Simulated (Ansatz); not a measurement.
Input file for Ansatz (a program for electronic structure): R-wB97M-V/def2-TZVPPD on HF (SMILES F) with ghost functions, monomers drawn apart or pushed together. Files ending in .json are basis or fitting sets from the Basis Set Exchange.

Ansatz 0.2 input:
```yaml
crystal:
  periodic: [false, false, false]
  atoms:
    - {symbol: F, position_ang: [-0.11084606, -0.27438190, -0.45428820]}
    - {symbol: H, position_ang: [-0.07941079, -0.21394166, 0.47618334]}
basis:
  gaussian:
    orbitals: def2-TZVPPD.json
    ghost_atoms:
      - {symbol: C, position_ang: [0.01483794, -0.02971862, 3.29168007]}
      - {symbol: O, position_ang: [0.05207731, 0.04370196, 4.40991431]}
hamiltonian:
  xc: {name: wB97M-V}
scf: {lower_state_search: off}
```

Program output:

```
WARN ansatz: RAYON_NUM_THREADS=1 ignored (pool sized by the plan → 1); use --threads N
Functional definition: wB97M-V
these checks for a lower state are left out or cut short: stability, starts, cluster_reference, orbital_swaps, neighbouring_geometries, increment
integrals: 0.04 GiB planned
594 factors; their error is unknown
integrals: 0.07 GiB planned
175 factors; integrals over basis functions are off by at most 7.5e-5 eV
mean field: 0.39 GiB planned
mean field evaluation 1: about -2732.4555 eV, gradient 2.9e1 eV
mean field evaluation 2: about -2732.3361 eV, gradient 3.4e1 eV
mean field evaluation 4: about -2733.7422 eV, gradient 2.6e-1 eV
mean field evaluation 8: about -2733.7479 eV, gradient 9.5e-3 eV
mean field -2733.74790128 eV, -100.4633823710 hartree, gradient 5.0e-6 eV, S^2 0.000000; 0 other end points of the search recorded, 0 dependent functions left out
reference -2733.74794491 eV, -100.4633839746 hartree; 5, 5 occupied and 129, 129 virtual orbitals, 594 factors
Total energy: -2733.74794491 eV, -100.4633839746 hartree
Checks for a lower state left out: stability, starts, cluster_reference, orbital_swaps, neighbouring_geometries, increment
```

Self-consistency was reached.

Cost: around 1.7 core-seconds (rough).
